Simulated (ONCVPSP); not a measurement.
**Scattering properties, ONCV potential for B**

```
Element                 : boron (B)
Generator               : ONCVPSP 4.0.1
Type                    : optimised norm-conserving Vanderbilt (ONCV)
Functional              : PBE
Relativity              : non-relativistic
Frozen core             : [He]
Valence charge          : 3
Reference configuration : 2s2 2p1
Partial waves           : 2s: rc 1.65 bohr, ncon 4, nbas 8, qcut 4.1 1/bohr, 2 projectors, debl 1.8 Ha; 2p: rc 3.75 bohr, ncon 4, nbas 9, qcut 2.9 1/bohr, 2 projectors, debl 2.7 Ha
Local potential         : polynomial inside 1.60 bohr (lpopt 5, dvloc0 6 Ha)
Core correction         : Teter function, fcfact 3.25, rcfact 1.15
```

The phase is arctan(r·R′/R) of the radial function R(r), unwrapped; energies in Ha, scanned from -2 to 5 Ha. A pole is an energy at which the radial function vanishes at the test radius. The pseudo phase is shifted by a multiple of π to meet the all-electron one at the reference energy, and phase errors are pseudo minus all-electron; the curves can meet again beyond the range given. Levels narrower than the energy grid can be missing from the lists of poles.

```
channel  radius (bohr)  reference energy (Ha)  poles, all-electron      poles, pseudo  unbroken range about the reference energy with phases within 0.05 rad  phase error 1 Ha above the reference energy (rad)
      s           1.68                  -0.35                 1.34               1.34                                                              below 4.1                                             -0.000
      p           3.81                  -0.13    -0.06, 1.00, 2.78  -0.04, 2.74, 4.02                                                           -0.2 to -0.1                                             +2.236
```

Phases in the p channel:

```tsv
E (Ha)	all-electron	pseudo
-1.98	1.416	1.423
-1.80	1.407	1.416
-1.62	1.397	1.407
-1.44	1.383	1.397
-1.26	1.367	1.384
-1.08	1.346	1.368
-0.90	1.316	1.347
-0.72	1.272	1.316
-0.54	1.194	1.263
-0.36	0.994	1.127
-0.18	-0.611	-0.488
0.00	-1.736	-1.625
0.18	-2.232	-1.764
0.36	-3.685	-1.858
0.54	-4.378	-1.968
0.72	-4.571	-2.146
0.90	-4.670	-2.507
1.08	-4.744	-3.237
1.26	-4.822	-3.924
1.44	-4.949	-4.248
1.62	-5.353	-4.406
1.80	-7.075	-4.497
1.98	-7.576	-4.556
2.16	-7.705	-4.600
2.34	-7.768	-4.636
2.52	-7.809	-4.668
2.70	-7.841	-4.703
2.88	-7.871	-4.757
3.06	-7.902	-4.965
3.24	-7.939	-7.577
3.42	-7.997	-7.753
3.60	-8.115	-7.800
3.78	-8.583	-7.827
3.96	-10.349	-7.848
4.14	-10.742	-7.866
4.32	-10.849	-7.885
4.50	-10.900	-7.907
4.68	-10.932	-7.935
4.86	-10.955	-7.977
```
